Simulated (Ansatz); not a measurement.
`ClC1(Cl)C[SiH2]1` + H₂ → `ClC1C[SiH2]1` + HCl  (hydrogenolysis of a C–Cl bond)

Computed with Ansatz on PBE0-D4/def2-TZVP structures; ΔE is electronic, products minus reactants. CBS: MP2 limit from def2 TZ/QZ plus the TZ coupled-cluster correction, frozen cores. This one scheme is used for every species. Functionals use def2-TZVPP. B3LYP here is the variant with VWN-RPA as its local correlation; programs differ in this.

```tsv
level	ΔE (kJ/mol)
B3LYP-D4	-86.6
B3LYP	-97.9
CCSD/def2-TZVPP	-100.3
SCS-MP2/def2-QZVPP	-86.7
```

Task: What does CCSD(T)/CBS give? (Best estimate.)

Result: The calculation gave: -87.7 kJ/mol. The listed levels differ from it by 1.1, -10.2, -12.6, 1.0 kJ/mol.

Largest T1 diagnostic among the species: 0.011.

In def2-TZVPP, CCSD(T) changes the Hartree–Fock value by +24.8 kJ/mol (the triples alone add +7.4 kJ/mol) and MP2 by +33.4 kJ/mol. From PBE to PBE0 (25 % exact exchange), in def2-TZVPP and without D4, ΔE moves by −8.4 kJ/mol.
